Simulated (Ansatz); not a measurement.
`CO[Si](S)(Cl)Cl` + H₂O → `CO[Si](O)(Cl)Cl` + H₂S  (formal hydrolysis of the Si–S bond)

Computed with Ansatz on PBE0-D4/def2-TZVP structures; ΔE is electronic, products minus reactants. CBS: MP2 limit from def2 TZ/QZ plus the TZ coupled-cluster correction, frozen cores. This one scheme is used for every species. One conformer a species, not always the lowest.

```csv
species,CCSD(T)/CBS(def2) energy (Eh)
`CO[Si](S)(Cl)Cl`,-1722.22218
H₂O,-76.37941
`CO[Si](O)(Cl)Cl`,-1399.64828
H₂S,-398.97279
```

Problem. Work out ΔE.

Solution. ΔE = (-1399.64828) + (-398.97279) − (-1722.22218) − (-76.37941) = -0.01948 Eh = -0.53 eV.

Largest T1 diagnostic among the species: 0.011.

From PBE to PBE0 (25 % exact exchange), in def2-TZVPP and without D4, ΔE moves by −0.04 eV. In def2-TZVPP, CCSD(T) changes the Hartree–Fock value by +0.20 eV (the triples alone add +0.04 eV) and MP2 by +0.26 eV. The D4 term adds +0.07 eV with B3LYP and +0.04 eV with PBE0; it sums over pairs of atoms, weighted by their polarisabilities, and B3LYP, whose exchange is more repulsive, gets the larger term.

B3LYP here is the variant with VWN-RPA as its local correlation; programs differ in this.
